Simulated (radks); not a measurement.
Species: Ne7+. Configuration: 1s1.75 2s1 3s0.25 (fractional occupations, a model configuration).

Calculated with a radial shooting solver on a logarithmic mesh with Libxc functionals: scalar-relativistic Kohn-Sham, r2SCAN, spin-polarised, spherical densities, finite nucleus; open shells are filled with parallel spins first; meta-GGA in the generalised Kohn-Sham scheme; Fermi nuclear charge, rms radius 3.0055 fm.

Energy parts (hartree):
total: -93.48717
kinetic: 93.66843
electron-nucleus: -194.89117
Hartree: 13.78381
exchange-correlation: -6.04824

Orbitals (lengths in bohr, moments of r in powers of bohr):
orbital  occ.  eigenvalue (hartree)     <r>   <1/r>     <r^4>
1s up       1             -41.49879  0.1546   9.779  0.002655
1s down  0.75             -41.05027  0.1554   9.733  0.002676
2s up       1              -8.62979  0.6728   2.189    0.4634
2p up       0              -7.97805  0.5956   2.116    0.3465
3s up    0.25              -3.42970   1.626  0.8873     12.74

The highest occupied level is 3s up at -93.327 eV. The configuration is held as typed, so some empty levels lie below it. The density falls to 0.001 e/bohr^3 at r = 2.34 bohr.
